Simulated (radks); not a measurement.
Task: Cl+, configuration [Ne] 3s2 3p4. All-electron calculation, scalar-relativistic Kohn-Sham, PBE, spin-unpolarised, spherical densities, finite nucleus; Fermi nuclear charge, rms radius 3.3654 fm. Program: a radial shooting solver on a logarithmic mesh with Libxc functionals. Some entries of the table are withheld. Estimate them.

orbital  occ.  eigenvalue (eV)  <r> (bohr)  r(max) (bohr)
1s          2        -2764.398     0.09097            (1)
2s          2        -265.5235         (2)         0.3617
2p          6        -204.4867      0.4067         0.3016
3s          2              (3)         (4)            (5)
3p          4              (6)       1.706          1.390

Result: 
(1) 1s r(max) (bohr): 0.05946
(2) 2s <r> (bohr): 0.4440
(3) 3s eigenvalue (eV): -32.0941
(4) 3s <r> (bohr): 1.489
(5) 3s r(max) (bohr): 1.268
(6) 3p eigenvalue (eV): -19.4258
